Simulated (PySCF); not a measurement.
**Multinuclear NMR of C₆H₉FO₂Si**

Geometry:
| atom | x (Å) | y (Å) | z (Å) |
| --- | --- | --- | --- |
| C1 | -1.338 | -1.362 | -1.386 |
| C2 | -0.739 | -1.325 | -0.212 |
| C3 | 0.074 | -0.158 | 0.305 |
| O4 | 1.295 | -0.577 | 0.852 |
| C5 | 2.160 | -1.218 | -0.065 |
| C6 | -0.704 | 0.508 | 1.414 |
| C7 | -0.977 | 1.785 | 1.185 |
| F8 | -1.673 | 2.546 | 2.049 |
| Si9 | -0.247 | 2.298 | -0.482 |
| O10 | 0.306 | 0.780 | -0.725 |
| H11 | -1.258 | -0.543 | -2.079 |
| H12 | -1.924 | -2.211 | -1.693 |
| H13 | -0.802 | -2.142 | 0.493 |
| H14 | 3.076 | -1.420 | 0.486 |
| H15 | 1.728 | -2.156 | -0.429 |
| H16 | 2.372 | -0.568 | -0.917 |
| H17 | -0.962 | -0.070 | 2.283 |
| H18 | -1.251 | 2.600 | -1.494 |
| H19 | 0.856 | 3.243 | -0.381 |

No relativistic terms, no solvent, single conformer, averaged over atoms made equivalent by symmetry, fast rotation or ring inversion. Geometry from GFN2-xTB; shielding tensors at PBE0/pcSseg-1 (GIAO); PySCF 2.14.

(1) What are the 19F shifts?

(2) What are the 29Si shifts?

(3) What are the 17O shifts?

## Answers

(1) 
```json
{"atoms": "F8", "environment": "vinylic fluorine", "σ (ppm)": "309.0", "δ (ppm)": "-132.8"}
```

Shieldings were converted by a linear fit to measured shifts: 19F (scatter 6.0 ppm rms, 7.0 ppm with the 5 outliers that the fit left out vs CFCl3, solution or neat liquid, with a term for F on sp3 carbon). Occasional misses reach two or three times the rms, and more in compound classes unlike the fitted ones.

On a 600 MHz spectrometer 19F resonates near 564.6 MHz, so 1 ppm is 564.6 Hz.

(2) 
| atoms | environment | σ (ppm) | δ (ppm) |
| --- | --- | --- | --- |
| Si9 | silicon bonded to C, O, 2 H, in a 5-membered ring | 370.9 | -24.9 |

Shieldings were converted by a linear fit to measured shifts: 29Si (scatter 8.9 ppm rms, 25.8 ppm with the 6 outliers that the fit left out vs TMS, solution or neat liquid). A few per cent of atoms miss by over 2 rms, more outside the fitted compound classes.

On a 600 MHz spectrometer 29Si resonates near 119.2 MHz, so 1 ppm is 119.2 Hz.

(3) 
```tsv
atoms	environment	σ (ppm)	δ (ppm)
O4	ether oxygen	247.5	41.2
O10	oxygen bonded to C, Si, in a 5-membered ring	278.3	13.2
```

Shieldings were converted by a linear fit to measured shifts: 17O (scatter 10.7 ppm rms, 12.2 ppm with the 3 outliers that the fit left out vs liquid water, solution or neat liquid). Occasional misses reach two or three times the rms, and more in compound classes unlike the fitted ones.

On a 500 MHz spectrometer 17O resonates near 67.8 MHz, so 1 ppm is 67.8 Hz.
